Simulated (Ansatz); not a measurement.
Basis-set series for CH2FGaO. Charge 0, multiplicity 1. The bonds changed during the relaxation, so this is another structure than the one it started from. Geometry: relaxed with PBE0-D4/def2-TZVP.

Z-matrix (Å, degrees):
```
C
O 1 1.205
H 1 1.101 2 120.9
H 1 1.104 2 120.2 3 -180.0
F 3 2.180 1 119.0 2 -0.0
Ga 5 1.821 3 104.2 1 0.0
```

```
functional       basis  functions  energy (Eh)  HOMO (eV)  LUMO (eV)
   PBE0-D4    def2-SVP         84  -2138.37540      -6.90      -1.69
   PBE0-D4  def2-TZVPP        169  -2138.88079      -7.00      -1.87
   ωB97M-V    def2-SVP         84  -2138.68489      -9.08       0.66
   ωB97M-V  def2-TZVPP        169  -2139.19617      -9.19       0.45
```

(1) Give the rows for def2-QZVPP. (Best estimate.)

Results:

(1) Computed: 
```tsv
functional	basis	functions	energy (Eh)	HOMO (eV)	LUMO (eV)
PBE0-D4	def2-QZVPP	320	-2138.93631	-7.04	-1.92
ωB97M-V	def2-QZVPP	320	-2139.24981	-9.24	0.32
```

Positive LUMOs are unbound and depend on the basis. Scalar relativity is left out up to krypton.
